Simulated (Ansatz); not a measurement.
Start from `CSB(F)Cl` and change one element to get `COB(F)Cl`.

Ansatz, PBE0-D4/def2-TZVP geometries, multiplicity 1. Each molecule was computed in one conformer, which needn't be the lowest.

```tsv
property	`CSB(F)Cl`
HOMO–LUMO gap (PBE/def2-TZVPP) / eV	5.08
HOMO energy (PBE/def2-TZVPP) / eV	-6.51
HOMO–LUMO gap (B3LYP/def2-TZVPP) / eV	6.80
LUMO energy (B3LYP/def2-TZVPP) / eV	-0.69
HOMO energy (B3LYP/def2-TZVPP) / eV	-7.49
HOMO–LUMO gap (ωB97M-V/def2-TZVPP) / eV	11.46
```

Problem. Give the same properties after the change, and the shifts. (Estimate.)

Solution. Ansatz gave: 
```
                               property  `COB(F)Cl`  shift
    HOMO–LUMO gap (PBE/def2-TZVPP) / eV        7.30   2.22
      HOMO energy (PBE/def2-TZVPP) / eV       -7.78  -1.27
  HOMO–LUMO gap (B3LYP/def2-TZVPP) / eV        9.35   2.55
    LUMO energy (B3LYP/def2-TZVPP) / eV        0.31   1.00
    HOMO energy (B3LYP/def2-TZVPP) / eV       -9.04  -1.55
HOMO–LUMO gap (ωB97M-V/def2-TZVPP) / eV       13.83   2.37
```

With PBE0 the HOMO falls by 1.57 eV and the LUMO rises by 1.06 eV, so the gap widens by about 2.63 eV. PBE moves the HOMO by -1.27 eV and ωB97M-V by -1.75 eV.

B3LYP here is the variant with VWN-RPA as its local correlation; programs differ in this.
